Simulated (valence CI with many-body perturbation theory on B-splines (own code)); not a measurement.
# E1 transitions of Pd³¹⁺

Computed by relativistic CI+MBPT: five valence electrons over a frozen Dirac-Fock core [Ne], radial functions for each j: 11 s, 11 p, 10 d, 8 f, 5 g, 2 h, with the one-electron correlation potential Σ1 (screened to all orders), the two-electron term Σ2, the three-electron term Σ3, Breit, model QED; selected single and double excitations, second order for the rest, scaled by the run's own slope (own B-spline code, finite nucleus).

The last digits are not significant, and no measured levels were compared; by estimate large intervals hold to a few tenths of a per cent, small ones and those within an open d or f shell to about a per cent. Among the levels kept, up to 4100 cm⁻¹ of a level comes from second order outside the variational space, and about a tenth of that is noise between levels of different J, which matters for small intervals.

Lines 51 to 100 of 585 in falling wavelength, among levels below 379.82 eV, chosen from the strongest by gf and those to the six lowest levels. Wavelengths and rates use the calculated energies. Electric multipoles are in the length gauge with retardation, E1 and E2 with the static RPA response of the core. Weak lines are less certain than strong ones. Lines between different terms over intervals too small for the method are left out, as are lines whose strength nearly cancels. Where a level lies close to another of its J and parity, the split of strength between their lines is uncertain. The highest levels of a list are the least certain.

Levels are named by their leading jj configuration (3d3/2^4 stands for four electrons in 3d with j = 3/2), which in mixed levels can hold well under half, so a name can repeat and another be missing. Letters in brackets count levels of one name in rising energy.

```tsv
λ vac (Å)	Upper	Lower	A (s⁻¹)	log gf	Branch %
104.9	(3s 3p3/2^3 3d3/2) J=3/2 [a]	(3s^2 3p3/2^2 3d3/2) J=5/2	9.83e+09	-1.19	2.9
104.8	(3s 3p1/2 3p3/2^3) J=5/2	(3s^2 3p1/2 3p3/2^2) J=5/2	5.70e+09	-1.25	74.2
103.9	(3s^2 3p1/2^2 3d3/2) J=3/2	(3s^2 3p1/2^2 3p3/2) J=3/2	2.45e+09	-1.80	56.0
103.7	(3s 3p1/2^2 3p3/2 3d3/2) J=5/2 [a]	(3s 3p1/2^2 3p3/2^2) J=5/2	1.84e+09	-1.75	30.1
103.3	(3s 3p1/2^2 3p3/2 3d3/2) J=3/2 [a]	(3s 3p1/2^2 3p3/2^2) J=5/2	2.46e+09	-1.80	33.6
102.4	(3s^2 3p1/2 3p3/2 3d3/2) J=7/2	(3s^2 3p1/2 3p3/2^2) J=5/2	3.51e+08	-2.35	100.0
102.3	(3s 3p1/2^2 3p3/2 3d3/2) J=7/2 [a]	(3s 3p1/2^2 3p3/2^2) J=5/2	4.92e+08	-2.21	13.2
101.9	(3s 3p3/2^3 3d3/2) J=5/2	(3s^2 3p3/2^2 3d3/2) J=5/2	8.21e+09	-1.12	3.7
101.5	(3s^2 3p1/2 3p3/2 3d3/2) J=1/2 [a]	(3s^2 3p1/2 3p3/2^2) J=3/2	1.24e+09	-2.42	17.4
101.4	(3s 3p1/2 3p3/2^3) J=1/2	(3s^2 3p1/2 3p3/2^2) J=1/2	8.54e+09	-1.58	9.7
101.4	(3s 3p3/2^3 3d5/2) J=5/2 [a]	(3s^2 3p3/2^2 3d5/2) J=7/2	1.14e+10	-0.98	10.5
101.1	(3p1/2^2 3p3/2^2 3d5/2) J=9/2	(3s 3p1/2^2 3p3/2 3d3/2) J=7/2 [b]	9.24e+09	-0.85	19.7
100.9	(3s 3p1/2^2 3p3/2 3d3/2) J=5/2 [b]	(3s 3p1/2^2 3p3/2^2) J=3/2	1.04e+10	-1.02	18.6
100.5	(3s 3p1/2^2 3p3/2 3d3/2) J=3/2 [b]	(3s^2 3p1/2^2 3d3/2) J=3/2	1.35e+10	-1.09	53.3
100.1	(3s^2 3p1/2 3p3/2 3d5/2) J=3/2 [a]	(3s^2 3p1/2 3p3/2^2) J=1/2	1.41e+09	-2.07	2.7
99.90	(3s^2 3p1/2 3p3/2 3d5/2) J=1/2 [b]	(3s^2 3p3/2^3) J=3/2	1.11e+10	-1.48	8.8
99.73	(3s 3p3/2^3 3d5/2) J=9/2	(3s^2 3p3/2^2 3d5/2) J=9/2	3.21e+10	-0.32	28.6
99.34	(3s 3p1/2 3p3/2^3) J=5/2	(3s^2 3p1/2 3p3/2^2) J=3/2	2.33e+08	-2.68	3.0
98.75	(3s 3p1/2^2 3p3/2 3d5/2) J=7/2	(3s^2 3p1/2^2 3d5/2) J=5/2	3.70e+10	-0.36	86.6
98.01	(3s 3p1/2 3p3/2^2 3d3/2) J=5/2 [e]	(3s^2 3p1/2 3p3/2 3d3/2) J=5/2 [b]	1.50e+10	-0.89	6.7
97.57	(3s 3p1/2 3p3/2^2 3d5/2) J=5/2 [e]	(3s^2 3p1/2 3p3/2 3d5/2) J=5/2 [b]	1.59e+10	-0.87	7.2
97.44	(3s 3p1/2 3p3/2^2 3d5/2) J=5/2 [b]	(3s^2 3p1/2 3p3/2 3d5/2) J=3/2 [a]	7.61e+09	-1.19	10.3
97.44	(3s 3p3/2^3 3d5/2) J=9/2	(3s^2 3p3/2^2 3d5/2) J=7/2	5.01e+10	-0.15	44.7
97.33	(3s 3p1/2 3p3/2^2 3d5/2) J=7/2 [c]	(3s^2 3p1/2 3p3/2 3d5/2) J=5/2 [a]	1.93e+10	-0.66	18.2
97.13	(3s 3p1/2 3p3/2^2 3d5/2) J=5/2 [e]	(3s^2 3p1/2 3p3/2 3d5/2) J=3/2 [c]	2.16e+10	-0.74	9.8
96.71	(3s 3p1/2 3p3/2^2 3d5/2) J=7/2 [a]	(3s^2 3p1/2^2 3d5/2) J=5/2	9.17e+09	-0.99	33.5
96.71	(3s 3p1/2 3p3/2^2 3d3/2) J=7/2 [a]	(3s^2 3p1/2 3p3/2 3d3/2) J=7/2	1.48e+10	-0.78	8.1
96.42	(3s 3p1/2 3p3/2^2 3d5/2) J=9/2 [d]	(3s^2 3p1/2 3p3/2 3d5/2) J=9/2	1.75e+10	-0.61	23.6
96.16	(3s 3p1/2 3p3/2^2 3d3/2) J=5/2 [f]	(3s^2 3p1/2 3p3/2 3d5/2) J=3/2 [b]	1.13e+10	-1.03	4.4
96.09	(3s 3p1/2^2 3p3/2^2) J=1/2	(3s^2 3p1/2^2 3p3/2) J=3/2	2.58e+10	-1.15	83.9
95.88	(3s^2 3p3/2 3d5/2^2) J=11/2	(3s^2 3p3/2^2 3d5/2) J=9/2	1.17e+10	-0.71	13.6
95.33	(3s^2 3p1/2 3d5/2^2) J=7/2	(3s^2 3p1/2 3p3/2 3d5/2) J=5/2 [b]	9.44e+09	-0.99	3.3
95.29	(3s^2 3p3/2 3d5/2^2) J=7/2 [a]	(3s^2 3p3/2^2 3d5/2) J=5/2 [a]	1.72e+10	-0.73	5.6
95.00	(3s 3p3/2^3 3d5/2) J=5/2 [b]	(3s^2 3p3/2^2 3d5/2) J=5/2 [b]	3.22e+10	-0.58	7.8
94.99	(3s 3p1/2 3p3/2^2 3d5/2) J=7/2 [f]	(3s^2 3p1/2 3p3/2 3d5/2) J=7/2 [b]	4.17e+10	-0.35	29.6
94.96	(3s 3p1/2 3p3/2^2 3d5/2) J=5/2 [e]	(3s^2 3p1/2 3p3/2 3d5/2) J=3/2 [b]	1.18e+10	-1.02	5.3
94.69	(3s 3p1/2 3p3/2^2 3d5/2) J=7/2 [e]	(3s^2 3p1/2 3p3/2 3d3/2) J=5/2 [b]	8.81e+09	-1.02	3.8
94.66	(3s 3p1/2 3p3/2^2 3d3/2) J=7/2 [a]	(3s 3p1/2 3p3/2^3) J=5/2	8.47e+09	-1.04	4.7
94.65	(3s 3p1/2^2 3p3/2 3d3/2) J=3/2 [b]	(3s 3p1/2^2 3p3/2^2) J=5/2	6.77e+08	-2.44	2.7
94.50	(3s^2 3p3/2^2 3d3/2) J=1/2	(3s^2 3p3/2^3) J=3/2	9.79e+09	-1.58	3.0
94.48	(3s 3p1/2 3p3/2^2 3d3/2) J=1/2 [e]	(3s^2 3p1/2 3p3/2 3d3/2) J=1/2 [b]	5.60e+10	-0.82	18.4
94.46	(3s 3p1/2 3p3/2^2 3d3/2) J=3/2 [d]	(3s 3p1/2 3p3/2^3) J=5/2	1.20e+10	-1.19	8.0
94.45	(3s^2 3p3/2 3d3/2 3d5/2) J=3/2 [b]	(3s 3p3/2^4) J=1/2	1.16e+10	-1.21	2.9
94.40	(3s 3p1/2 3p3/2^2 3d5/2) J=7/2 [f]	(3s^2 3p1/2 3p3/2 3d3/2) J=5/2 [b]	1.78e+10	-0.72	12.7
94.28	(3s 3p1/2 3p3/2^2 3d5/2) J=3/2 [g]	(3s^2 3p1/2 3p3/2 3d5/2) J=1/2 [b]	4.00e+10	-0.67	11.9
94.18	(3s 3p1/2 3p3/2^2 3d3/2) J=5/2 [c]	(3s^2 3p1/2 3p3/2 3d3/2) J=7/2	1.53e+10	-0.91	12.9
94.09	(3s 3p1/2 3p3/2^2 3d3/2) J=1/2 [c]	(3s^2 3p1/2 3p3/2 3d3/2) J=3/2 [a]	3.77e+10	-1.00	19.6
94.05	(3s 3p1/2 3p3/2^2 3d5/2) J=5/2 [c]	(3s^2 3p1/2 3p3/2 3d5/2) J=3/2 [a]	2.57e+10	-0.69	15.4
94.03	(3s^2 3p1/2 3p3/2 3d3/2) J=3/2 [b]	(3s^2 3p1/2 3p3/2^2) J=1/2	1.72e+09	-2.04	0.4
93.94	(3s^2 3p1/2 3p3/2 3d5/2) J=3/2 [a]	(3s^2 3p1/2 3p3/2^2) J=5/2	1.50e+10	-1.10	28.2
```

(1) How does gf follow from A for the line at 104.8 Å?

Answers

(1) gf = 1.4992 × (2J+1)_upper × A / σ², with σ = 954621 cm⁻¹ and 2J+1 = 6: gf = 0.0562.
